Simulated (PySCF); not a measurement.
How methods differ on the electron affinity of Br

Br⁻ [Kr] (1S) → Br [Ar] 3d10 4s2 4p5 (2P), as a difference of total energies. All numbers are calculated (PySCF 2.14, scalar relativity by spin-free X2C-1e, in aug-cc-pVTZ-DK (7s6p4d2f, 59 functions)). Correlated levels: valence: [Ar] 3d10 frozen. The calculations carry no spin-orbit coupling.

| method | electron affinity (eV) | difference from reference (eV) |
| --- | --- | --- |
| UHF | 2.345 | -1.019 |
| MP2 (valence) | 3.404 | +0.040 |
| SCS-MP2 (valence) | 3.323 | -0.041 |
| CCSD (valence) | 3.258 | -0.106 |
| CCSD(T) (valence) | 3.336 | -0.028 |

Reference: 3.364 eV (measured; photodetachment measurements, as compiled on the Wikipedia data page of electron affinities).

The reference lies between the lowest fine-structure levels, while these numbers refer to the centres of the terms.

Errors of the correlated levels include the incompleteness of this basis and the frozen core.
